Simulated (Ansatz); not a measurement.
Frontier orbitals of C₄H₆O₂S (`O=S1(=O)C=CCC1`).

Total charge 0; spin multiplicity 1. The structure was optimised at the PBE0-D4/def2-TZVP level. Basis def2-TZVPP, Ansatz 0.2.0.

A caution on the coupled-cluster cation, which keeps the state that its UHF reference found: large T1 diagnostic of the cation.

```json
{"functional": "PBE0", "HOMO (eV)": "-8.06", "LUMO (eV)": "-0.82"}
```

Task: Give HOMO and LUMO (eV) with LDA (SPW92), PBE, revPBE, BLYP, r2SCAN, B97M-V, B3LYP, r2SCANh, r2SCAN0, HSE06 (plane-wave form), BHLYP, CAM-B3LYP, LC-ωPBE, ωB97X-V, ωB97M-V, HF. (Estimate.)

Result: Ansatz gave: 
```csv
functional,HOMO,LUMO
LDA (SPW92),-6.90,-2.04
PBE,-6.70,-1.79
revPBE,-6.62,-1.69
BLYP,-6.57,-1.66
r2SCAN,-6.98,-1.60
B97M-V,-7.02,-1.51
B3LYP,-7.83,-1.05
r2SCANh,-7.49,-1.25
r2SCAN0,-8.25,-0.72
HSE06 (plane-wave form),-7.66,-1.20
BHLYP,-9.28,0.29
CAM-B3LYP,-9.43,0.33
LC-ωPBE,-10.78,1.49
ωB97X-V,-10.40,1.43
ωB97M-V,-10.32,1.32
HF,-11.03,3.09
```

B3LYP here is the variant with VWN-RPA as its local correlation; programs differ in this. LC-ωPBE has ω = 0.4 bohr⁻¹. Positive LUMOs are unbound and depend on the basis.
